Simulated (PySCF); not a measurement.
**[Nd(H2O)6]3+ at several levels of theory**

Computed with PySCF 2.14.0 (density fitting, no spin-orbit coupling) at the geometry relaxed with B3LYP:

```xyz
19
[Nd(H2O)6]3+ (singlet in the valence; each metal's 4f electrons, 3 of them, lie in its core potential, out of spins and levels)
Nd    0.0000    0.0000    0.0000
O     0.0000    0.0000    2.4442
H     0.7716   -0.0060    3.0483
H    -0.7716    0.0060    3.0483
O     0.0000    0.0000   -2.4442
H     0.7716    0.0060   -3.0483
H    -0.7716   -0.0060   -3.0483
O     2.4445    0.0000    0.0000
H     3.0486   -0.7717   -0.0049
H     3.0486    0.7717    0.0049
O     0.0000    2.4441    0.0000
H    -0.0016    3.0482    0.7717
H     0.0016    3.0482   -0.7717
O    -2.4445    0.0000    0.0000
H    -3.0486    0.7717   -0.0049
H    -3.0486   -0.7717    0.0049
O     0.0000   -2.4441    0.0000
H     0.0016   -3.0482    0.7717
H    -0.0016   -3.0482   -0.7717
```

```json
{"level": "B3LYP", "basis": "Nd lcecp-1-SVP with ECP49, O def2-SVP, H def2-SVP", "state": "singlet", "HOMO (eV)": "-22.09", "gap (eV)": "8.66", "charge on Nd1 (e)": "1.36", "population of f-type functions on Nd1 (polarisation alone where 4f lies in the core)": "0.06", "dipole about the centre of mass (D)": "0.00", "largest force component (eV/Å)": "0.00"}
{"level": "TPSS", "basis": "the same", "state": "singlet", "HOMO (eV)": "-20.62", "gap (eV)": "6.74", "charge on Nd1 (e)": "1.32", "population of f-type functions on Nd1 (polarisation alone where 4f lies in the core)": "0.06", "dipole about the centre of mass (D)": "0.00", "largest force component (eV/Å)": "0.35"}
{"level": "r2SCAN", "basis": "the same", "state": "singlet", "HOMO (eV)": "-20.99", "gap (eV)": "7.11", "charge on Nd1 (e)": "1.40", "population of f-type functions on Nd1 (polarisation alone where 4f lies in the core)": "0.06", "dipole about the centre of mass (D)": "0.00", "largest force component (eV/Å)": "0.09"}
{"level": "CAM-B3LYP", "basis": "the same", "state": "singlet", "HOMO (eV)": "-23.94", "gap (eV)": "11.94", "charge on Nd1 (e)": "1.37", "population of f-type functions on Nd1 (polarisation alone where 4f lies in the core)": "0.06", "dipole about the centre of mass (D)": "0.00", "largest force component (eV/Å)": "0.04"}
{"level": "B3LYP", "basis": "Nd lcecp-1-TZVP with ECP49, O def2-TZVP, H def2-TZVP", "state": "singlet", "HOMO (eV)": "-22.21", "gap (eV)": "8.75", "charge on Nd1 (e)": "2.14", "population of f-type functions on Nd1 (polarisation alone where 4f lies in the core)": "0.09", "dipole about the centre of mass (D)": "0.00", "largest force component (eV/Å)": "0.38"}
```

In the lcecp rows the 4f levels are missing from HOMO and gap, and the state counts the valence alone.

Charges are Mulliken's, which hang on the basis. The relaxation used the grid (50, 194), these runs (75, 302) or, all-electron (x2c bases, spin-free X2C Hamiltonian), (99, 590).

Problem. What does M06-L with Nd lcecp-1-SVP with ECP49, O def2-SVP, H def2-SVP give here?

Solution. state singlet, HOMO (eV) -20.99, gap (eV) 7.24, charge on Nd1 (e) 1.60, population of f-type functions on Nd1 (polarisation alone where 4f lies in the core) 0.06, dipole about the centre of mass (D) 0.00, largest force component (eV/Å) 0.17. Time: 24 s on 4 threads of Arm Neoverse V1 (shared host), from an already converged density.

In the first row's basis the gap widens with exact exchange: 6.7 to 7.2 eV for TPSS, r2SCAN, M06-L (none); 8.7 eV for B3LYP (a fixed share); 11.9 eV for CAM-B3LYP (rising or full at long range).

An lcecp potential fixes the number of 4f electrons, so in runs with it no electron can move into or out of that shell.
